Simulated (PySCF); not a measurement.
B2H4O, SMILES O(B)B.

Geometry: B3LYP-D3(BJ)/def2-TZVP.

These are PySCF with PBE/def2-TZVPD values and carry that method's errors.

Symmetry labels are those of the subgroup D2 that the program uses (full group D2d).

Task: List the valence orbital energies around the gap with their symmetry. (The exact figures need the calculation; the answer reports its results.)

Result: 
```csv
orbital,symmetry,energy (eV)
HOMO−7,A,-26.45
HOMO−6,B1,-16.01
HOMO−5,A,-11.19
HOMO−4,B2,-10.98
HOMO−3,B3,-10.98
HOMO−2,B1,-10.47
HOMO−1,B2,-7.52
HOMO,B3,-7.52
LUMO,B2,-1.84
LUMO+1,B3,-1.84
LUMO+2,A,-0.03
LUMO+3,B1,0.51
```
